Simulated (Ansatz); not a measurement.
SbH₃F (charge -1), closed shell: a pair in one relaxed arrangement.

The input file, in.yaml:

```yaml
crystal:
  periodic: [false, false, false]
  atoms:
    - {symbol: F, position_ang: [0.555034, 1.394832, -1.453650]}
    - {symbol: Sb, position_ang: [-0.559119, 0.202278, 0.002549]}
    - {symbol: H, position_ang: [0.778549, 0.581279, 1.007889]}
    - {symbol: H, position_ang: [0.160288, -1.104084, -0.845626]}
    - {symbol: H, position_ang: [-0.934751, -1.074305, 1.288938]}
basis:
  gaussian: {orbitals: def2-SVP}
total_charge: -1
hamiltonian: {xc: pbe, dispersion: d4}
```

Command:

```bash
ansatz run in.yaml --threads 2 --pin off --events-out ev --progress --plain --max-ram 5222MiB
```

What Ansatz 0.2.0 printed:

```
Functional definition: PBE
  name "PBE"
  cite "Perdew, Burke & Ernzerhof, Phys. Rev. Lett. 77, 3865 (1996) doi:10.1103/PhysRevLett.77.3865"
  parent pbe
  parameter kappa = 0.804
  parameter beta = 0.06672455060314922
  exchange = pbe_x(kappa = kappa, mu = beta*pi^2/3)
  correlation = pbe_c(beta = beta)
638 factors; their error is unknown
mean field evaluation 1: about -9294.4722 eV, gradient 3.9e1 eV
mean field evaluation 2: about -9286.8707 eV, gradient 7.2e1 eV
mean field evaluation 4: about -9298.0024 eV, gradient 1.6e0 eV
mean field evaluation 8: about -9297.9932 eV, gradient 1.2e-2 eV
mean field -9297.99324536 eV, -341.6949493608 hartree, gradient 6.5e-5 eV, S^2 0.000000; 0 other end points of the search recorded, 0 dependent functions left out
reference -9297.99327473 eV, -341.6949504403 hartree; 18, 18 occupied and 37, 37 virtual orbitals, 638 factors
Total energy: -9298.08439933 eV, -341.6982992074 hartree
```

The run took about 0.45 s on 2 CPU threads of an Arm Neoverse V1 (shared host).
